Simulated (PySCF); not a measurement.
From one molecule to another.

First species: C₆H₈N₂O₂Si.
Atom-mapped SMILES: `[CH3:1][O:2][C:3](=[O:4])[c:5]1[cH:6][cH:7][c:8]([SiH3:9])[n:10][n:11]1` (hydrogens: H12, H13, H14 on C1; H15 on C6; H16 on C7; H17, H18, H19 on Si9)

Second species: C5H11F3NP.
SMILES: `CN(CP(C(F)(F)F)C)C`

Levels: PBE0/pcSseg-1 for dipole moment, HOMO energy, LUMO energy and HOMO–LUMO gap; GFN2-xTB for rotational constant A and rotational constant C. Geometries: GFN2-xTB. Each species is one conformer at its optimised geometry, gas phase, non-relativistic unless stated. Electronic properties by PySCF.

The conformers computed, where there is a choice (atom-mapped SMILES and torsion angles):
- `[CH3:1][O:2][C:3](=[O:4])[c:5]1[cH:6][cH:7][c:8]([SiH3:9])[n:10][n:11]1`: C1–O2–C3–O4 1°, O2–C3–C5–C6 -178°
- `[CH3:1][N:2]([CH3:3])[CH2:4][P:5]([CH3:6])[C:7]([F:8])([F:9])[F:10]`: C1–N2–C4–P5 70°, N2–C4–P5–C6 64°, C4–P5–C7–F8 -54°

```json
{"property": "dipole moment", "column X": "1.81 D", "column Y": "2.89 D"}
{"property": "HOMO energy", "column X": "-6.81 eV", "column Y": "-6.57 eV"}
{"property": "LUMO energy", "column X": "-2.12 eV", "column Y": "0.36 eV"}
{"property": "HOMO–LUMO gap", "column X": "4.69 eV", "column Y": "6.93 eV"}
{"property": "rotational constant A", "column X": "3.279 GHz", "column Y": "2.049 GHz"}
{"property": "rotational constant C", "column X": "0.393 GHz", "column Y": "0.606 GHz"}
```

(1) Which column belongs to which species?

(2) How does each property change from the first species to the second?

Answers

(1) Column X is the first species and column Y the second. The first has 19 atoms and 88 electrons, the second 21 and 90.

(2) dipole moment +1.08 D; HOMO energy +0.24 eV; LUMO energy +2.48 eV; HOMO–LUMO gap +2.24 eV; rotational constant A -1.230 GHz; rotational constant C +0.213 GHz.

On the first: In atomic units the dipole is 0.71 e·bohr (1 au = 2.5417 D).

On the second: The dipole equals about 9.7 × 10⁻³⁰ C·m (1 D = 3.33564 × 10⁻³⁰ C·m). A dipole of 2.89 D is allowed in C1, and pure rotational transitions are dipole-allowed.
